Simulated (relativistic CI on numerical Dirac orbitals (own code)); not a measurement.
# Hf⁺: what numerical and physical settings do to a radial Dirac CI calculation

Reference input:

```
atom Hf  Z=72  charge=1  electrons=71
nucleus A=180  rms_radius_fm=5.3470
hamiltonian dirac-coulomb  breit=on  qed=on  c_scale=1
orbitals kli  potential=per-configuration
slater_scale 1
correlation none
mixing on
grid step=0.0125 r_max=129.7
scf mixing=0.4 start=green max_iterations=150 tolerance=2e-08 node_fill=0.05
configurations
  [Xe] 4f14 5d 6s2
end
```

Computed lowest total energy -15062.31897 Ha, first excitation 3239.5 cm⁻¹, 16 SCF steps. Runs with settings changed; * marks those that are bad on purpose (the QED terms keep the true α when c is scaled):

```
                                       Changed    Outcome  Lowest level   ΔE (Ha)  First excitation (cm⁻¹)  SCF steps                                       Message
                           SCF tolerance 1e-06  converged     5d 2D_3/2  9.62e-09                   3239.5         13                                              
       SCF tolerance 1e-06, iteration limit 20  converged     5d 2D_3/2  9.62e-09                   3239.5         13                                              
Breit term off, QED terms off, SCF mixing 0.05  converged     5d 2D_3/2     -26.2                   3346.6         33                                              
                            speed of light × 2  converged     5d 2D_3/2       580                    954.5         18                                              
                             grid step 0.002 *    refused                                                           0  the grid has 9341 points, outside 40 to 4096
                  configuration list: repeat *    refused                                                           0               a configuration is listed twice
```

With so few configurations and no correlation, terms lie too far apart (by 10 to 50 % near neutrality), their order can be wrong, and levels of other configurations are missing.
